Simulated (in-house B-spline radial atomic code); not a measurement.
Ionising Zn25+ with different functionals

Computed with a B-spline radial code for spherical atoms: scalar-relativistic (spin-free X2C) Hamiltonian, Fermi nucleus of rms radius 3.9283 fm, spin-polarised at highest spin, spherical fractional occupations for the functionals. The ionisation energy is the difference of two self-consistent energies, [He] 2s2 2p1 → [He] 2s2, without Breit or QED terms; ε is the level of the shell that loses the electron (its least bound occupied spin orbital).

Hybrids are left out here: with spherical fractional occupations of an open shell their exact exchange keeps a self-interaction that integer-occupation calculations don't have.

| method | rung | ΔSCF (eV) | -ε(2p) (eV) |
| --- | --- | --- | --- |
| LDA PW92 | LDA | 2473.3 | 2413.5 |
| PW91 | GGA | 2475.9 | 2416.0 |
| PBE | GGA | 2475.1 | 2415.1 |
| revTPSS | meta-GGA | 2472.7 | 2414.0 |

Q: How do they compare with the NIST value?

A: NIST lists 2492 eV ± 1.1 (semi-empirical, ground level to ground level). Errors run from -18.8 to -15.6 eV. The correlated functionals all miss on the same side by more than they spread, so the cause is common to them (spin-orbit coupling, Breit-QED terms, multiplet and fine-structure energies, or a listed next ion that isn't the cheapest removal here) and closeness doesn't rank the functionals.
